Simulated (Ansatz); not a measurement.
Other settings, tried on As₃⁻ (the lowest singlet isomer of a short search).

```yaml
crystal:
  periodic: [false, false, false]
  atoms:
    - {symbol: As, position_ang: [1.443182, 0.252367, 0.274592]}
    - {symbol: As, position_ang: [-0.868987, 0.440482, -1.128097]}
    - {symbol: As, position_ang: [-0.574196, -0.692850, 0.853505]}
basis:
  gaussian: {orbitals: def2-TZVPD}
total_charge: -1
hamiltonian: {xc: {name: HF}}
correlation: {method: mp2, frozen_orbitals: {As: 9}}
```

```sh
$ ansatz run in.yaml --threads 4 --pin off --events-out ev --progress --plain --max-ram 3916MiB
```

Shortened log:

```
Functional definition: HF
1028 factors; integrals over basis functions are off by at most 1.2e-3 eV
mean field evaluation 1: about -182386.1513 eV, gradient 2.0e1 eV
mean field evaluation 2: about -182386.3343 eV, gradient 2.0e1 eV
mean field evaluation 4: about -182387.7694 eV, gradient 2.6e0 eV
mean field evaluation 8: about -182387.8223 eV, gradient 2.1e-1 eV
mean field evaluation 16: about -182383.6910 eV, gradient 2.0e1 eV
mean field evaluation 32: about -182387.8232 eV, gradient 2.4e-6 eV
mean field -182387.82316648 eV, -6702.6288744613 hartree, gradient 3.2e-6 eV, S^2 0.000000; 3 other end points of the search recorded, 0 dependent functions left out; unrestricted orbitals would lower it
27 core orbitals not correlated: weight in the atoms' cores, before any rotation towards them, 1.000 or more for the frozen orbitals, at most 0.000 for the correlated occupied ones
reference -182387.82316648 eV, -6702.6288744613 hartree; 23, 23 occupied and 112, 112 virtual orbitals, 1028 factors
second order -21.91357366 eV of doubles, -0.00000000 eV of singles
Total energy: -182409.73674014 eV, -6703.4341834398 hartree
```

Hardware: 4 threads of Arm Neoverse V2 on a shared host. Wall time 6.5 s.

Correlated methods freeze 27 core orbitals; core or outer-core shells of As are correlated, in sets that lack core-valence functions. The restricted singlet (for correlated methods, its reference) is unstable: a solution with broken spin symmetry lies lower.
